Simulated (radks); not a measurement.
Spherical quantum dot in the effective-mass picture: electrons in a well V = -V0 / (1 + exp((r - R)/a)) with V0 = 9.22, R = 3.28, a = 0.33, with a point charge +2 (a donor) at the centre, all in effective atomic units (hartree* = m*/eps^2 hartree, bohr* = eps/m* bohr), one dielectric constant everywhere. Calculated with a radial shooting solver with Libxc functionals: non-relativistic Kohn-Sham, LDA (Slater exchange, Perdew-Wang correlation), spin-polarised, spherical densities. Levels are named by radial order and angular momentum (1s, 1p, 1d, 2s, ...), and open shells are averaged over m. Results are scaled to m* = 0.223 and eps = 8.4, for which hartree* = 86 meV and bohr* = 1.993 nm. Each electron was tried in the lowest free levels, single moves between levels near the top were tried too, and the lowest total energy was kept; such a search can miss a lower state. The series stops at N = 18: beyond it a trial failed or the search could not be trusted, so later rows were left out. At N = 1 the Hartree and exchange-correlation terms need not cancel, so that row can carry a self-interaction error.

\begin{tabular}{lrrrrrr}
N & open shells & 2S & E (meV) & addition energy mu(N+1) - mu(N) (meV) & e(HOMO) (meV) & rms radius (nm) \\ \hline
1 & 1s(up 1, down 0) & 1 & -958.446 & 94.33 & -920.44 & 1.709 \\
2 & none & 0 & -1822.56 & 162.2 & -832.85 & 1.988 \\
3 & 1p(up 1, down 0) & 1 & -2524.48 & 36.65 & -684.01 & 2.675 \\
4 & 1p(up 2, down 0) & 2 & -3189.76 & 37.76 & -646.42 & 3.004 \\
5 & 1p(up 3, down 0) & 3 & -3817.27 & 48.28 & -608.62 & 3.216 \\
6 & 1p(up 3, down 1) & 2 & -4396.49 & 34.68 & -562.11 & 3.380 \\
7 & 1p(up 3, down 2) & 1 & -4941.05 & 35.37 & -526.91 & 3.508 \\
8 & none & 0 & -5450.23 & 56.77 & -491.46 & 3.615 \\
9 & 2s(up 1, down 0) & 1 & -5902.64 & 42.70 & -434.06 & 3.718 \\
10 & none & 0 & -6312.35 & 57.41 & -390.32 & 3.796 \\
11 & 1d(up 1, down 0) & 1 & -6664.66 & 32.29 & -336.16 & 3.892 \\
12 & 1d(up 2, down 0) & 2 & -6984.67 & 32.27 & -303.87 & 3.975 \\
13 & 1d(up 3, down 0) & 3 & -7272.42 & 32.19 & -271.64 & 4.048 \\
14 & 1d(up 4, down 0) & 4 & -7527.98 & 32.08 & -239.50 & 4.114 \\
15 & 1d(up 5, down 0) & 5 & -7751.45 & 39.91 & -207.48 & 4.174 \\
16 & 1d(up 5, down 1) & 4 & -7935.02 & 31.05 & -168.04 & 4.230 \\
17 & 1d(up 5, down 2) & 3 & -8087.53 & 31.05 & -136.99 & 4.281 \\
18 & 1d(up 5, down 3) & 2 & -8209.00 & - & -105.96 & 4.329 \\
\end{tabular}

All shells are closed at N = 2, 8, 10 (there: 1s2 1p6 2s2); the second difference of the energy has clear peaks (12 % above both neighbours; the first and last values, which can be the largest, are not judged, and half-filled shells can peak too) at N = 2, 5, 8, 10, 15.
